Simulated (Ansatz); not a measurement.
A run on C₆H₁₈FGeN₃, SMILES `C[N](C)[Ge]([F])([N](C)C)[N](C)C` with other settings.

```yaml
crystal:
  periodic: [false, false, false]
  atoms:
    - {symbol: C, position_ang: [-1.502704, 0.636524, 1.772661]}
    - {symbol: N, position_ang: [-0.068283, 0.532391, 1.656505]}
    - {symbol: C, position_ang: [0.579969, 0.103386, 2.872591]}
    - {symbol: Ge, position_ang: [0.638970, 0.085380, 0.040305]}
    - {symbol: F, position_ang: [2.358061, 0.077891, 0.356183]}
    - {symbol: N, position_ang: [0.090375, 1.325394, -1.145205]}
    - {symbol: C, position_ang: [-0.073598, 2.705973, -0.762356]}
    - {symbol: C, position_ang: [0.240736, 1.122719, -2.564951]}
    - {symbol: N, position_ang: [0.358327, -1.546926, -0.714269]}
    - {symbol: C, position_ang: [-0.986182, -1.900375, -1.100647]}
    - {symbol: C, position_ang: [1.159421, -2.677858, -0.311475]}
    - {symbol: H, position_ang: [-1.981288, -0.314191, 2.056627]}
    - {symbol: H, position_ang: [-1.769164, 1.376700, 2.537985]}
    - {symbol: H, position_ang: [-1.942319, 0.965737, 0.828163]}
    - {symbol: H, position_ang: [0.222829, -0.877578, 3.224228]}
    - {symbol: H, position_ang: [0.388110, 0.826957, 3.674875]}
    - {symbol: H, position_ang: [1.658805, 0.043958, 2.727739]}
    - {symbol: H, position_ang: [-0.995742, 3.120419, -1.190899]}
    - {symbol: H, position_ang: [-0.131459, 2.795423, 0.323165]}
    - {symbol: H, position_ang: [0.762049, 3.329872, -1.110758]}
    - {symbol: H, position_ang: [0.410509, 0.067495, -2.782565]}
    - {symbol: H, position_ang: [-0.662962, 1.443001, -3.100222]}
    - {symbol: H, position_ang: [1.086548, 1.694418, -2.973275]}
    - {symbol: H, position_ang: [-1.547417, -1.011511, -1.398553]}
    - {symbol: H, position_ang: [-1.547057, -2.402020, -0.296112]}
    - {symbol: H, position_ang: [-0.967499, -2.583435, -1.959499]}
    - {symbol: H, position_ang: [1.254710, -3.385180, -1.144916]}
    - {symbol: H, position_ang: [0.724701, -3.229031, 0.537445]}
    - {symbol: H, position_ang: [2.162051, -2.353534, -0.032469]}
basis:
  gaussian: {orbitals: STO-3G, fitting: {mean_field: def2-universal-jkfit}, nuclear_model: gaussian}
hamiltonian: {xc: {name: PBE0-DH}}
```

```sh
$ ansatz run in.yaml --threads 11 --pin off --events-out ev --progress --plain --max-ram 166912MiB --backend cpu
```

It prints (some lines left out):

```
Functional definition: PBE0-DH
1348 factors; integrals over basis functions are off by at most 1.6e-2 eV
mean field evaluation 1: about -69366.4256 eV, gradient 2.7e1 eV
mean field evaluation 2: about -69366.4237 eV, gradient 2.7e1 eV
mean field evaluation 4: about -69369.0908 eV, gradient 1.0e0 eV
mean field evaluation 8: about -69369.0972 eV, gradient 2.1e-2 eV
mean field evaluation 16: about -69369.0972 eV, gradient 2.6e-6 eV
mean field -69369.09721750 eV, -2549.2673026804 hartree, gradient 2.6e-6 eV, S^2 0.000000; 0 other end points of the search recorded, 0 dependent functions left out
19 core orbitals not correlated: weight in the atoms' cores, before any rotation towards them, 1.000 or more for the frozen orbitals, at most 0.000 for the correlated occupied ones
reference -69369.09723626 eV, -2549.2673033696 hartree; 39, 39 occupied and 28, 28 virtual orbitals, 1348 factors
second order -17.67211911 eV of doubles, -0.00000000 eV of singles
Total energy: -69371.30625115 eV, -2549.3484831695 hartree
```

It took 1.4 s on 11 threads of an AMD EPYC 7R13 on a shared host, with 0.35 GiB of host memory at the peak.
